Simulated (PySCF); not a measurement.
**Polarisability and C₆ of Cu⁺ (copper, charge +1)**

[Ar] 3d10, closed-shell 1S. All numbers are calculated (PySCF 2.14, no relativity, point nucleus, in dyall-av2z). Coupled (time-dependent) response in atomic units; α is the mean over directions. A double-zeta set is small for polarisabilities.

```csv
method,mean α (bohr³),C₆ (like pair),S(−4)
UHF,4.835,14.92,16.38
PBE,7.260,22.86,55.44
PBE0,6.367,20.02,37.10
HSE06,6.381,20.13,36.99
```

S(−4) is the Cauchy moment in α(ω) = α(0) + S(−4) ω² + …

α(iu) at HSE06:

```csv
u (hartree),α(iu) (bohr³)
0,6.381
0.0500,6.290
0.100,6.042
0.200,5.298
0.300,4.544
0.500,3.471
0.750,2.704
1.00,2.217
1.50,1.583
2.00,1.180
3.00,0.7279
5.00,0.3716
```

A single London oscillator, α(iu) = α/(1 + u²/ω²), gives C₆ = (3/4) ω α². Matching the computed C₆ needs ω = 4 × 20.13 / (3 × 6.381²) = 0.659 hartree.

For an ion, C₆ is the dispersion term alone; charge-induced terms of lower order in 1/R come first.
